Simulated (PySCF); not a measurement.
C5H6F2, SMILES FC(F)[C@H]1C=CC1. Atoms are numbered in the order given.

```xyz
13

F      1.8617    -0.8799    -0.5299
C      1.0963     0.2486    -0.3797
F      0.4439     0.4675    -1.5643
C      0.1057     0.0474     0.7519
C     -0.9951     1.0827     0.9233
C     -1.9889     0.1918     0.7066
C     -1.0515    -0.9780     0.4762
H      1.7828     1.1109    -0.2047
H      0.6889    -0.1722     1.6729
H     -0.9676     2.1599     1.1506
H     -3.0876     0.2692     0.7045
H     -1.0508    -1.3987    -0.5503
H     -1.1144    -1.8131     1.2052
```
Charge 0, spin multiplicity 1.

Coordinates come from a PBE-D3(BJ)/def2-SVP optimisation. The structure was generated by enumeration; whether it is a known compound was not checked. The values are those of a single conformer.

These are PBE-D3(BJ)/def2-SVP (PySCF) values and carry that method's errors.

No scaling factor is applied to the harmonic values.

Computed normal modes with their intensities:
```tsv
mode	ν (cm⁻¹)	IR (km/mol)	moving atoms (share of kinetic energy)
1	85	0.8	F 51 %, C 33 %, H 16 %
2	144	0.3	C 46 %, F 36 %, H 17 %
3	213	2.6	C 51 %, F 28 %, H 20 %
4	323	1.7	C 37 %, F 32 %, H 31 %
5	418	4.2	F 49 %, C 40 %, H 11 %
6	523	0.3	F 53 %, H 24 %, C 23 %
7	617	13.8	H 44 %, F 31 %, C 25 %
8	731	52.2	C 58 %, H 35 %
9	797	19.7	C 51 %, H 44 %
10	853	0.1	C 72 %, H 28 %
11	905	3.0	H 77 %, C 23 %
12	925	11.7	H 52 %, C 47 %
13	958	11.6	H 50 %, C 41 %, F 9 %
14	988	2.2	H 72 %, C 26 %
15	1000	29.7	C 50 %, H 46 %
16	1059	48.0	H 52 %, C 38 %, F 10 %
17	1080	91.4	C 42 %, H 40 %, F 18 %
18	1109	28.8	C 50 %, H 39 %, F 11 %
19	1136	25.3	C 49 %, H 43 %
20	1161	35.2	H 52 %, C 41 %
21	1182	3.6	H 67 %, C 33 %
22	1273	14.6	H 50 %, C 50 %
23	1288	3.1	H 55 %, C 44 %
24	1344	15.4	H 77 %, C 22 %
25	1348	66.4	H 54 %, C 45 %
26	1392	4.8	H 85 %, C 15 %
27	1607	0.3	C 90 %, H 10 %
28	2958	54.2	H 92 %
29	2989	22.7	H 94 %
30	2993	20.1	H 92 %
31	3050	8.2	H 90 %, C 10 %
32	3113	7.6	H 92 %
33	3144	14.2	H 89 %, C 11 %
```
